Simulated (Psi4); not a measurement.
A dimer, HF ··· F4Si (SMILES F and F[Si](F)(F)F); the first 2 atoms form monomer A.

```
7

F      0.4622     0.0000     0.0000
H     -0.4622     0.0000     0.0000
F     -4.7118     0.8686    -0.6592
Si    -4.0000    -0.3517     0.0196
F     -4.4927    -0.4863     1.5014
F     -2.4488    -0.1283     0.0046
F     -4.3469    -1.6615    -0.7681
```

Problem. What interaction energy does SAPT0/jun-cc-pVDZ, frozen core (Psi4 1.11) give, and which attractive term is the largest?

Solution. Total -2.57 kcal/mol: electrostatics -3.08, exchange 2.12, induction -0.97, dispersion -0.64. The most attractive term is electrostatics.
